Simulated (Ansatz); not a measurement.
`C[SiH2]C=O` + CH₃NH₂ → `CN[SiH2]C=O` + CH₄  (ligand exchange at the Si–C bond)

Computed with Ansatz on PBE0-D4/def2-TZVP structures; ΔE is electronic, products minus reactants. CCSD(T)/CBS is the MP2 limit (def2-TZVPP, def2-QZVPP) plus CCSD(T) − MP2 in def2-TZVPP, frozen cores. This one scheme is used for every species. DFT in def2-TZVPP. B3LYP here is the variant with VWN-RPA as its local correlation; programs differ in this. Each species was taken in one conformer, which may not be the lowest.

(1) Is it downhill or uphill in electronic energy at CCSD(T)/CBS, and by how much? (Best estimate.)

(2) What do these levels give: PBE-D4, r2SCAN-D4, PBE0-D4, B3LYP-D4, ωB97M-V, B3LYP, CCSD/def2-TZVPP, MP2/def2-QZVPP, SCS-MP2/def2-QZVPP, HF/CBS(def2), MP2/CBS(def2), CCSD/CBS(def2)? (An estimate is asked.)

Largest T1 diagnostic among the species: 0.014.

Answers

(1) Ansatz gave: Downhill: ΔE = -56.2 kJ/mol.

(2) The calculation gave: PBE-D4 -50.8, r2SCAN-D4 -55.4, PBE0-D4 -52.2, B3LYP-D4 -59.7, ωB97M-V -55.8, B3LYP -55.3, CCSD/def2-TZVPP -56.1, MP2/def2-QZVPP -59.4, SCS-MP2/def2-QZVPP -59.7, HF/CBS(def2) -60.9, MP2/CBS(def2) -59.4, CCSD/CBS(def2) -56.3 kJ/mol.

The D4 term adds −4.3 kJ/mol with B3LYP and −2.6 kJ/mol with PBE0; it sums over pairs of atoms, weighted by their polarisabilities, and B3LYP, whose exchange is more repulsive, gets the larger term.
